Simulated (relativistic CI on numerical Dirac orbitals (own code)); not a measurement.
## d1 in a ligand field

Computed with a parametric ligand-field model of a d^n configuration (Racah B and C, spin-orbit zeta, crystal field), exact diagonalisation.

Field parameters in Wybourne normalisation: D3d B²₀ = −7Dσ, B⁴₀ = −14Dq − 21Dτ, B⁴₃ = −14√(10/7) Dq; D4h B²₀ = −7Ds, B⁴₀ = 21(Dq − Dt), B⁴₄ = 21√(5/14) Dq; Oh B⁴₀ = 21Dq, B⁴₄ = √(5/14) B⁴₀. The field is a parameter set, without covalency.

Question: Ground term and bands for B = 830, C = 3430, ζ = 0 cm⁻¹, D4h, 10Dq = 19500, Ds = 2140, Dt = 1100 cm⁻¹?

Answer: Ground term 2E with 0.00 electrons in the two orbitals of the cubic e set. Spin-allowed: 2B2 920 cm⁻¹, 2A1 6360 cm⁻¹ (1572 nm), 2B1 20420 cm⁻¹ (490 nm). Lowest spin-forbidden: none.

Question: Ground term and bands for B = 750, C = 3160, ζ = 0 cm⁻¹, Oh, 10Dq = 4700 cm⁻¹?

Answer: Ground term 2T2 with 0.00 electrons in the two orbitals of the cubic e set. Spin-allowed: 2E 4700 cm⁻¹ (2128 nm). Lowest spin-forbidden: none.

Question: Ground term and bands for B = 700, C = 3030, ζ = 0 cm⁻¹, D3d, 10Dq = 19700, Dσ = -1200, Dτ = -320 cm⁻¹?

Answer: Ground term 2E with 0.00 electrons in the two orbitals of the cubic e set. Spin-allowed: 2A1 5777 cm⁻¹ (1731 nm), 2E 20454 cm⁻¹ (489 nm). Lowest spin-forbidden: none.

Question: Ground term and bands for B = 930, C = 4670, ζ = 0 cm⁻¹, D3d, 10Dq = 21750, Dσ = 1120, Dτ = -110 cm⁻¹?

Answer: Ground term 2A1 with 0.00 electrons in the two orbitals of the cubic e set. Spin-allowed: 2E 2462 cm⁻¹, 2E 23238 cm⁻¹ (430 nm). Lowest spin-forbidden: none.

Question: Ground term and bands for B = 1010, C = 3650, ζ = 0 cm⁻¹, D3d, 10Dq = 17250, Dσ = 1170, Dτ = -130 cm⁻¹?

Answer: Ground term 2A1 with 0.00 electrons in the two orbitals of the cubic e set. Spin-allowed: 2E 2405 cm⁻¹, 2E 18745 cm⁻¹ (533 nm). Lowest spin-forbidden: none.
